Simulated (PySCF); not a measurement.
Isomers of C2H4Si. Isolated molecules, 0 K electronic values unless said otherwise. Strings in code marks are SMILES.

Level of theory: PySCF 2.14.0 with PBE-D3(BJ)/def2-TZVP // B3LYP-D3(BJ)/def2-TZVP. 

```csv
species,dipole moment (D),HOMO–LUMO gap (eV),LUMO (eV)
`[SiH2]=C=C`,…,3.43,…
`C1=C[SiH2]1`,0.52,4.98,-1.34
`C#C[SiH3]`,0.37,6.07,-1.04
```

Problem. Fill in the missing entries.

Solution. 
- `[SiH2]=C=C`, dipole moment (D): 0.01
- `[SiH2]=C=C`, LUMO (eV): -1.89
